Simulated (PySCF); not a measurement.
In(CF3)(Cl)2 (CCl₂F₃In), SMILES [In]([Cl])([Cl])[C](F)(F)F.

The structure is a stationary point at B3LYP-D3(BJ)/def2-SVP. The structure was generated by enumeration; whether it is a known compound was not checked. The def2 effective core potentials stand for the cores of In; spin–orbit coupling is left out.

Two levels are set side by side: PBE/def2-TZVP (PySCF) and M06-2X/def2-TZVP (PySCF). Same geometry, gas phase. Differences are taken from unrounded values.

```csv
quantity,M06-2X,PBE,PBE minus M06-2X
orbital gap (eV),8.37,4.08,-4.29
highest occupied level (eV),-10.32,-7.62,2.69
lowest empty level (eV),-1.95,-3.54,-1.59
dipole moment (D),0.64,1.07,0.43
mean polarisability (bohr³),72.5,78.9,6.4
```

Without exact exchange PBE keeps part of each electron's self-repulsion, which lifts occupied levels and narrows the gap. PBE's more diffuse valence density responds more strongly to a field. Differences between two approximate levels are no errors against the true value.

Rough cost on one machine, each run with all the roots and properties that it gave: M06-2X against PBE about 3 times.
